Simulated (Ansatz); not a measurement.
## What each rung costs, and what it gives

Saddle point of CH₇Ge, doublet (GeH₃ + CH₄ → GeH₄ + CH₃; bonds formed: H1–Ge3; bonds broken: H1–C2), PBE0-D4/def2-TZVP structure:

H1  (-0.033, -0.048, 0.040)
C2  (-0.849, -1.185, 1.049)
Ge3  (0.731, 1.019, -0.903)
H4  (-0.529, -0.811, 2.013)
H5  (-1.866, -0.977, 0.741)
H6  (-0.388, -2.093, 0.683)
H7  (-0.297, 1.878, -1.660)
H8  (1.616, 1.937, -0.042)
H9  (1.615, 0.279, -1.921)
(Å)

Barriers are electronic and count from the start structure reached by relaxing down the imaginary mode. Spin–orbit coupling is left out.

Ansatz 0.2.0; basis: as named in each row; cores frozen in the correlated methods; orbitals are unrestricted. Filled d shells of the heavier atoms are correlated. The def2 sets are not built for correlating such inner shells, so the correlated values are less sure here. B3LYP uses VWN-RPA correlation. Extrapolation: Hartree–Fock as exp(−7.88 √X), correlation as X^−2.97.

Times are rough, for one single point on 4 threads of a shared host (Arm Neoverse V1).

The estimate by CCSD(T) at an estimated basis limit (MP2 extrapolated from triple and quadruple zeta, plus CCSD(T) − MP2 in triple zeta) is 116.5 kJ/mol.

```
      method       basis  time (s)  barrier (kJ/mol)  method less estimate
          HF      STO-3G   under 1              97.8                 -18.7
       SPW92    def2-SVP   under 1              91.0                 -25.4
      PBE-D4      STO-3G   under 1              66.8                 -49.6
    B3LYP-D4       6-31G   under 1             113.2                  -3.3
      PBE-D4    def2-SVP   under 1             101.3                 -15.1
       SPW92  def2-TZVPP   under 1              91.1                 -25.3
     PBE0-D4    def2-SVP         1             109.2                  -7.3
     BLYP-D4  def2-TZVPP         2             101.6                 -14.8
      PBE-D4  def2-TZVPP         2             102.0                 -14.5
    B3LYP-D4  def2-TZVPP         2             107.9                  -8.6
     PBE0-D4  def2-TZVPP         2             109.0                  -7.5
    BHLYP-D4  def2-TZVPP         2             113.4                  -3.1
CAM-B3LYP-D4  def2-TZVPP         2             111.6                  -4.8
      B2PLYP  def2-TZVPP         3             114.9                  -1.6
    PBE-QIDH  def2-TZVPP         3             117.4                   0.9
  RPA on PBE  def2-TZVPP         4             120.4                   3.9
   r2SCAN-D4  def2-TZVPP         4             101.6                 -14.9
     wB97M-V    def2-SVP         4             122.4                   5.9
  r2SCAN0-D4  def2-TZVPP         4             107.0                  -9.4
     CCSD(T)    def2-SVP         5             128.5                  12.0
     wB97X-V  def2-TZVPP         6             113.0                  -3.5
     wB97M-V  def2-TZVPP         7             121.9                   5.4
      B97M-V  def2-TZVPP         8             104.9                 -11.6
         MP2  def2-QZVPP        13             127.3                  10.9
     CCSD(T)  def2-TZVPP       110             117.6                   1.1
```

All methods are single points on the PBE0-D4 structures.

T1 diagnostic: at most 0.014. ⟨S²⟩ of the unrestricted Hartree–Fock references: 0.75 to 0.77 (a pure state has 0.75).

Radical steps of this kind take place in plasma deposition and etching.
